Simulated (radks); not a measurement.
Task: Species: Re60+. Configuration: [Ne] 3s2 3p3. All-electron calculation, Dirac Kohn-Sham, exchange-only PBE, spin-unpolarised, spherical densities, finite nucleus; open shells fill j = l - 1/2 first; Fermi nuclear charge, rms radius 5.3698 fm. Program: a radial shooting solver on a logarithmic mesh with Libxc functionals. Some entries of the table are withheld. Estimate them.

orbital  occ.  eigenvalue (eV)  r(max) (bohr)
1s1/2       2        -76334.03            (1)
2s1/2       2        -17001.79        0.06437
2p1/2       2        -16527.07        0.04773
2p3/2       4        -15053.52        0.05454
3s1/2       2        -6806.707         0.1732
3p1/2       2        -6631.494            (2)
3p3/2       1        -6242.609            (3)

Result: 
(1) 1s1/2 r(max) (bohr): 0.01124
(2) 3p1/2 r(max) (bohr): 0.1609
(3) 3p3/2 r(max) (bohr): 0.1730
